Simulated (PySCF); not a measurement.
PySCF job for W(F)5(OH) (F5HOW), SMILES [F][W]([F])([OH])([F])([F])[F], multiplicity 1, IEF-PCM-B3LYP/def2-SVP. Geometry optimised at B3LYP-D3(BJ)/def2-SVP. The multiplicity is an assumed one; other spin states were not compared. The isomer is the one that the SMILES or the coordinates give; other isomers of the formula were not compared. The def2 effective core potentials stand for the cores of W; spin–orbit coupling is left out. Other conformers were not sampled.

```python
import numpy as np
from pyscf import gto, scf, dft
from pyscf.solvent import pcm

mol = gto.M(
    atom='''
    W     0.00452169   -0.00970740    0.00205283
    F    -0.78478939    1.63329488   -0.35819015
    F     1.41406889    0.91772941    0.78755922
    F     0.84976311    0.11382352   -1.65160725
    F    -0.89909075   -0.00698269    1.62924728
    F    -1.46519485   -0.81195417   -0.81091701
    O     0.78138758   -1.63399726    0.35635096
    H     1.18345551   -2.48942105    0.53917454
    ''',
    basis='def2-SVP',
    ecp={'W': 'def2-svp'},
    charge=0,
    spin=0,
    max_memory=1600,
    verbose=3,
)
mf = dft.RKS(mol, xc='b3lyp').density_fit(auxbasis='def2-universal-jkfit')
mf.grids.level = 3
mf.conv_tol = 1e-9
mf.max_cycle = 100
mf.kernel()
res = {}
for name, eps in {'water': 78.355, 'n-hexane': 1.8819, 'acetonitrile': 35.688}.items():
    s = mf.PCM()
    s.with_solvent.method, s.with_solvent.eps, s.with_solvent.lebedev_order = 'IEF-PCM', eps, 29
    s.kernel(mf.make_rdm1())
    res[name] = (s.e_tot, eps, s.dip_moment(), s.mo_energy, s.converged)
    print(f'{name}: electrostatic solvation free energy {(s.e_tot - mf.e_tot) * 627.509474:.3f} kcal/mol')
```

It prints:

```
converged SCF energy = -641.975614359054

WARN: PCM is an experimental feature. It is still in testing.
Features and APIs may be changed in the future.

converged SCF energy = -641.988774208045
Dipole moment(X, Y, Z, Debye):  2.20235, -4.62957,  1.00263
water: electrostatic solvation free energy -8.258 kcal/mol

WARN: PCM is an experimental feature. It is still in testing.
Features and APIs may be changed in the future.

converged SCF energy = -641.980444806607
Dipole moment(X, Y, Z, Debye):  1.90045, -3.99426,  0.86537
n-hexane: electrostatic solvation free energy -3.031 kcal/mol

WARN: PCM is an experimental feature. It is still in testing.
Features and APIs may be changed in the future.

converged SCF energy = -641.988458274162
Dipole moment(X, Y, Z, Debye):  2.19052, -4.60458,  0.99723
acetonitrile: electrostatic solvation free energy -8.060 kcal/mol
```

The run converged.
